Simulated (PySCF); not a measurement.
Computed IR spectrum (relative IR intensity) of a molecule C2H8ClNSi. Coordinates come from a ωB97X-D3(BJ)/def2-SVP optimisation. The values are those of a single conformer. Computed with ωB97X-D3(BJ)/def2-SVP (PySCF 2.14.0). Frequencies are harmonic and unscaled.

Lines under 2 % of the strongest are left out, and lines within 2 cm⁻¹ are merged.

ν (cm⁻¹): 321 (vw), 536 (m), 633 (m), 706 (w), 925 (vs), 942 (m), 1045 (m), 1273 (m), 1344 (m), 1471 (vw), 1475 (w), 1493 (w), 1514 (vw), 2293 (m), 2300 (m), 3017 (m), 3021 (m), 3091 (m), 3153 (w) (against the strongest line: vs over 80 %, s over 45 %, m over 15 %, w over 4 %, vw less)

Problem. Which structure fits?
A. C[Si](C)(N)Cl
B. CCN[SiH2]Cl
C. CNC[SiH2]Cl
D. CN(C)[SiH2]Cl

Solution. D, CN(C)[SiH2]Cl
